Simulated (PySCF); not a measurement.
Highest orbital energy against ionisation energy along the 5p block

Calculated with PySCF 2.14, no spin-orbit coupling. Each cell gives −ε(HOMO) / ΔSCF in eV; NIST values include spin-orbit coupling, (s) semi-empirical, (t) theoretical.

```csv
species,UHF,LDA,PBE,PBE0,r2SCAN,NIST (lowest levels)
"In⁺ (aug-cc-pVDZ-PP with ECP28MDF, ECP)",17.280 / 17.018,15.364 / 19.478,14.980 / 19.045,15.771 / 18.717,15.191 / 18.799,18.870
"Sn⁺ (aug-cc-pVDZ-PP with ECP28MDF, ECP)",13.998 / 13.720,10.669 / 14.381,10.613 / 14.212,11.610 / 14.245,10.940 / 14.362,14.633
"Sb⁺ (aug-cc-pVDZ-PP with ECP28MDF, ECP)",16.377 / 15.996,12.619 / 16.647,12.557 / 16.471,13.681 / 16.530,12.940 / 16.650,16.626 ± 0.025
"Te⁺ (aug-cc-pVDZ-PP with ECP28MDF, ECP)",18.827 / 18.353,14.602 / 18.936,14.537 / 18.762,15.796 / 18.859,15.000 / 19.009,18.6 ± 0.4
"I⁺ (aug-cc-pVDZ-PP with ECP28MDF, ECP)",18.227 / 17.602,14.614 / 18.977,14.443 / 18.660,15.645 / 18.674,14.741 / 18.686,19.131
"Xe⁺ (aug-cc-pVDZ-PP with ECP28MDF, ECP)",20.818 / 20.109,16.715 / 21.387,16.552 / 21.078,17.886 / 21.126,16.911 / 21.147,20.975 (s)
```

Problem. How far is −ε(HOMO) from ΔSCF on average for each method, and why?

Solution. UHF 0.45 eV; LDA -4.20 eV; PBE -4.09 eV; PBE0 -2.96 eV; r2SCAN -3.82 eV. Hartree-Fock orbital energies lack relaxation and so exceed the ΔSCF value; semilocal functionals have convex E(N) from self-interaction, so their HOMO lies far too high; exact exchange moves hybrids part of the way back.
